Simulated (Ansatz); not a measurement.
Molecule: GeCl₂ (charge 0, singlet). 
Coordinates optimised at B3LYP-D3(BJ)/def2-TZVP (Ansatz, a quantum-chemistry and plane-wave program):
```xyz
3

Ge    -0.0079     0.0041     0.7266
Cl     1.0991     1.2918    -0.6793
Cl    -1.0842    -1.2996    -0.6884
```
Charge 0, spin multiplicity 1.

Basis-set convergence of Hartree-Fock and CCSD(T) correlation energies (hartree) with Ansatz. Correlated levels leave the core frozen unless marked. Spin-orbit coupling is left out. Frozen are the shells of the preceding noble gas and the d and f shells that filled before the atom's block. Non-relativistic.

| basis | functions | E(HF) | E(corr, CCSD(T)) |
|---|---|---|---|
| def2-SVPD | 92 | -2993.91528 | -0.41009 |
| def2-TZVPPD | 156 | (withheld) | (withheld) |

Complete the blanks.


- def2-TZVPPD, E(HF): -2994.48372
- def2-TZVPPD, E(corr, CCSD(T)): -0.53061
